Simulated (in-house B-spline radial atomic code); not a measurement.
# Ionising the technetium ion Tc⁺ with different functionals

Computed with an all-electron radial atomic-structure program (B-spline basis): scalar-relativistic (spin-free X2C) Hamiltonian, Fermi nucleus of rms radius 4.41117 fm, spin-polarised at highest spin, spherical fractional occupations for the functionals, the average over the highest-spin determinants for Hartree-Fock. The ionisation energy is the difference of two self-consistent energies, [Kr] 4d5 5s1 → [Kr] 4d5, without Breit or QED terms; ε is the level of the shell that loses the electron (its least bound occupied spin orbital). There is no spin-orbit coupling in this Hamiltonian.

```csv
method,rung,ΔSCF (eV),-ε(5s) (eV)
Hartree-Fock,Hartree-Fock,14.25,14.45
HF fractional,Hartree-Fock,14.25,14.45
LDA VWN5,LDA,15.88,12.42
LDA PW92,LDA,?,?
LDA exchange-only,LDA,15.30,11.86
PBE,GGA,15.59,12.15
PBEsol,GGA,15.62,12.21
BLYP,GGA,15.43,11.95
RPBE,GGA,15.47,12.06
PW91,GGA,15.68,12.23
BP86,GGA,15.71,12.31
AM05,GGA,15.62,12.22
OLYP,GGA,15.15,11.77
TPSS,meta-GGA,15.33,12.02
SCAN,meta-GGA,15.68,12.57
r2SCAN,meta-GGA,15.51,12.42
revTPSS,meta-GGA,15.29,12.01
PBE0,global hybrid,15.32,12.82
B3LYP,global hybrid,15.39,12.66
TPSSh,global hybrid,15.24,12.29
BHandHLYP,global hybrid,14.90,13.27
r2SCAN0,global hybrid,15.33,13.09
B97-1,global hybrid,15.04,12.46
HSE06,range-separated hybrid,15.35,12.45
CAM-B3LYP,range-separated hybrid,15.21,13.85
LC-wPBE,range-separated hybrid,?,?
```

What does LDA PW92 give?

ΔSCF 15.88 eV, and -ε(5s) = 12.42 eV.

What does LC-wPBE give?

ΔSCF 14.98 eV, and -ε(5s) = 14.89 eV.

Among the functionals, which spreads more, the ΔSCF values or the orbital energies?

The orbital energies: ΔSCF values span about 0.98 eV and the orbital energies 3.12 eV.

How do they compare with the NIST value?

NIST lists 15.260 eV (semi-empirical, ground level to ground level). Errors run from -1.01 to +0.62 eV; TPSSh is closest (-0.02 eV), but part of that can be cancellation, since the calculations leave out spin-orbit coupling, Breit-QED terms, multiplet and fine-structure energies. Hartree-Fock also lacks correlation.
